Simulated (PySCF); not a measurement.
SCF from a fresh guess for singlet [ScF2]+, at the PBE0 minimum. PySCF input:

```python
from pyscf import gto, scf, dft
mol = gto.M(atom='''
Sc     0.000000    -0.000000    -0.438041
F      1.474184    -0.000000     0.516664
F     -1.474184     0.000000     0.516664''',
    basis={'Sc': 'def2-TZVP', 'F': 'def2-TZVP'},
    charge=1, spin=0)
mf = dft.RKS(mol, xc='PBE0')
mf.grids.atom_grid = (50, 194)
aux = {'Sc': 'def2-universal-JKFIT', 'F': 'def2-universal-JKFIT'}
mf = mf.density_fit(auxbasis=aux)
mf.conv_tol = 1e-08
mf.diis_space = 10
mf.max_cycle = 60
mf.init_guess = 'minao'
mf.verbose = 4
mf.kernel()
```

Excerpt of the output (cycles and frontier levels):

```
init E= -959.968105313018
  HOMO = -0.618551230085953  LUMO = -0.304854996477324  gap/eV = 8.53611
cycle= 1 E= -959.88308502329  delta_E= 0.085  |g|= 0.754  |ddm|=  2.4
  HOMO = -0.502752649788172  LUMO = -0.32519875746059  gap/eV = 4.83149
cycle= 2 E= -959.607993048506  delta_E= 0.275  |g|= 1.55  |ddm|= 0.933
  HOMO = -0.633125047921086  LUMO = -0.295076474114508  gap/eV = 9.19877
cycle= 3 E= -959.962590996391  delta_E= -0.355  |g|= 0.27  |ddm|= 0.635
  HOMO = -0.638645617473994  LUMO = -0.334957477012057  gap/eV = 8.26378
cycle= 4 E= -959.976390425693  delta_E= -0.0138  |g|= 0.0544  |ddm|= 0.204
  HOMO = -0.640960941558419  LUMO = -0.329538446122195  gap/eV = 8.47424
cycle= 5 E= -959.976899991264  delta_E= -0.00051  |g|= 0.00499  |ddm|= 0.0227
  HOMO = -0.641272055071001  LUMO = -0.329142461702255  gap/eV = 8.49348
cycle= 6 E= -959.976904783806  delta_E= -4.79e-06  |g|= 0.000588  |ddm|= 0.00279
  HOMO = -0.64131498278639  LUMO = -0.329136409476404  gap/eV = 8.49481
cycle= 7 E= -959.97690485328  delta_E= -6.95e-08  |g|= 0.000152  |ddm|= 0.000463
  HOMO = -0.641300155758252  LUMO = -0.329143546144363  gap/eV = 8.49421
cycle= 8 E= -959.976904858445  delta_E= -5.17e-09  |g|= 1.39e-05  |ddm|= 9.67e-05
  HOMO = -0.641298214038695  LUMO = -0.329143241717373  gap/eV = 8.49417
Extra cycle  E= -959.976904858493  delta_E= -4.73e-11  |g|= 1.21e-05  |ddm|= 1.85e-05
converged SCF energy = -959.976904858493
```

No lower solution of this spin was found by a stability analysis within the restricted form, which does not test spin polarisation.

Stability towards spin polarisation was not tested.

The search for the lowest solution, with the stability check, took 3.3 s on 2 threads of a shared Intel Xeon 6975P-C (Granite Rapids) host, with 107 basis functions; the process peaked at 0.34 GiB.
